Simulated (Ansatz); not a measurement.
Frontier orbitals of Cl₂HfI₂, SMILES `[Cl][Hf]([Cl])([I])[I]`.

Charge 0, multiplicity 1. Correlated methods include outer-core shells of Hf, I, which these sets cover unevenly. Hf, I takes the def2 core potential. Geometry: relaxed with PBE0-D4/def2-TZVP. Basis def2-TZVPP, Ansatz.

Orbital energies of one run (eV). Highest occupied ones, from the top: -7.71, -7.91, -8.03, -8.40, -8.92, -9.36, -9.37, -9.74, -9.82, -10.02, -10.54, -10.95, -18.91, -19.05. Empty: -2.78, -2.70, -2.16, -2.01, -2.00, -0.24.

(1) Which functional gave them?
A. BLYP
B. PBE0
C. r2SCANh
D. ωB97X-V

Results:

(1) C. HOMO energies: r2SCANh -7.71, ωB97X-V -10.25, PBE0 -8.09, BLYP -6.79 eV.
